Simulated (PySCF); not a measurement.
SMILES C=C[SiH2][SiH2]N (C2H9NSi2), singlet at its GFN2-xTB optimised geometry (Å):

```
14

C      1.6444     1.0188    -2.4333
C      2.3410     0.3384    -1.5368
Si     1.5996    -0.4655     0.0000
Si    -0.7040    -0.4655     0.0000
N     -1.2140     1.1861     0.0000
H      2.0957     1.4713    -3.3047
H      0.5790     1.1541    -2.3341
H      3.4105     0.2362    -1.6868
H      2.1439    -1.8331     0.0568
H      2.1994     0.2314     1.1550
H     -1.2554    -1.2465     1.1280
H     -1.3497    -1.0093    -1.2011
H     -2.1994     1.3895    -0.0582
H     -0.7779     1.8331     0.6370
```

Level of theory: CAM-B3LYP/def2-TZVP in PySCF 2.14.0.

Map of the electrostatic potential (hartree/e), clipped to [-0.08, 0.12] on the plane z = 1.2 Å:

```
|..................           |
|..................           |
|...................          |
|.........::::::....          |
|.......::::--:::...          |
|.....::::--===-::...         |
|....:::::-+##*=-:...         |
|...:::::-=#@@@*=:...         |
|...::::::=@@@@#=::..         |
|...::::::-#@@@*=-:..         |
|...::::..:=*%*+=-:.....      |
|.......   :-=+==-::-+*=.     |
|.......   :=+*+====#@@@=.    |
|....... .:=#@@#*+*#@@@@#.    |
|........:=#@@@@##%@@@@@*.    |
|........:+@@@@@%%@@@@@@-.    |
|       .-@@@@@@#%@@@@@+:.    |
|       .*@@@@@#*#@@@@*-.     |
|       .#@@@@*+=+#%%*=:.     |
|       .=@@@#----===-:.      |
|        .=#+:..:::::..       |
|          ..  .....          |
|                             |
|                             |
|                             |
|                             |
|                             |
|                             |
|                             |
```
Scale: ten equal steps from -0.009 (start of ' ') to 0.120 (end of '@'), in the order ' .:-=+*#%@'; x runs from -4.50 to 4.50, y from -4.50 (bottom) to 4.50 (top).
